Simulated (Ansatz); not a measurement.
`[F][AlH][NH][SiH3]` + HCl → `[SiH3][NH][AlH][Cl]` + H–F at 400 K and 1 bar (ligand exchange at the Al–F bond).

Program: Ansatz. Geometries: PBE0-D4/def2-TZVP. ΔE: electronic, gas phase. CBS: MP2 limit from def2 TZ/QZ plus the TZ coupled-cluster correction, frozen cores. This one scheme is used for every species. Each species was taken in one conformer, which may not be the lowest.

| species | CCSD(T)/CBS energy (Eh) | H − E (kJ/mol) | S (J/(mol·K)) |
| --- | --- | --- | --- |
| `[F][AlH][NH][SiH3]` | -688.73064 | 164.9 | 370.7 |
| HCl | -460.38127 | 29.6 | 195.4 |
| `[SiH3][NH][AlH][Cl]` | -1048.70845 | 163.4 | 385.6 |
| H–F | -100.39570 | 36.5 | 182.2 |

H − E and S are ideal-gas, rigid-rotor, harmonic terms from PBE0-D4/def2-TZVP, for one conformer and one mirror image of each species. 1 Eh = 2625.50 kJ/mol, R = 8.31446 J/(mol·K).

Question: By hand: ΔE, ΔH, ΔS and ΔG.

Answer: ΔE = (-1048.70845) + (-100.39570) − (-688.73064) − (-460.38127) = 0.00776 Eh = 20.4 kJ/mol. Δ(H − E) = 163.4 + 36.5 − 164.9 − 29.6 = 5.4, so ΔH = 25.8 kJ/mol. ΔS = 385.6 + 182.2 − 370.7 − 195.4 = 1.7 J/(mol·K). ΔG = 25.8 − 400 × (1.7)/1000 = 25.1 kJ/mol.

Question: By hand: the equilibrium constant, and the temperature at which ΔG would vanish if ΔH and ΔS stayed fixed.

Answer: log₁₀ K = −ΔG/(RT ln 10) = -3.3. ΔG = 0 at ΔH/ΔS = 15176 K, far beyond where these terms or the molecules hold.

The number of gas molecules stays the same, so ΔS is small and ΔH decides. A doubt of 5 kJ/mol in ΔE shifts log₁₀ K by 0.7 here. Other conformers and mirror images would add mixing entropy, several J/(mol·K) or more a flexible species. Modes under 60 cm⁻¹, often nearly free rotors, make the harmonic entropy too high. These are equilibria of isolated gas molecules and say nothing of rates. Largest T1 diagnostic: 0.012 (customary marks: 0.02 for closed shells, 0.045 for open ones).
